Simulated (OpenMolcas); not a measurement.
Consider [Cu2(μ-Br)2(H2O)4]2+, a planar model complex in vacuum (2 bridging Br, bridge angle 90°, metal-metal distance 3.52 Å, Cu–Br 2.49 Å; typed geometry, not optimised).

```xyz
16

Cu    -1.7621     0.0000     0.0000
Cu     1.7621     0.0000     0.0000
Br     0.0000     1.7621     0.0000
Br     0.0000    -1.7621     0.0000
O     -3.1480     1.3859     0.0000
H     -3.5608     1.7987     0.7747
H     -3.5608     1.7987    -0.7747
O     -3.1480    -1.3859     0.0000
H     -3.5608    -1.7987     0.7747
H     -3.5608    -1.7987    -0.7747
O      3.1480     1.3859     0.0000
H      3.5608     1.7987     0.7747
H      3.5608     1.7987    -0.7747
O      3.1480    -1.3859     0.0000
H      3.5608    -1.7987     0.7747
H      3.5608    -1.7987    -0.7747
```

Give the energies of the total-spin states at CASSCF(2,2) on the singly occupied d orbitals (ANO-RCC-VDZP on Cu, O and ANO-RCC-VDZ on Br, H, scalar-relativistic DKH2, RICD, no spin-orbit coupling, OpenMolcas), and the exchange constant.

Local spins 1/2 and 1/2.

| total S | E (cm⁻¹) | natural occupations, lowest and highest |
|---|---|---|
| 1 | 0.0 | 1.000, 1.000 |
| 0 | 20.3 | 0.996, 1.004 |

J = 10.1 cm⁻¹ (ferromagnetic).

J is defined by H = −2J S1·S2, so negative values are antiferromagnetic. Wave-function values come from the highest and lowest total spin; broken-symmetry values use Yamaguchi's formula with the computed ⟨S²⟩. The active space holds the singly occupied metal orbitals alone, without bridging-ligand orbitals. No row is a measured value.
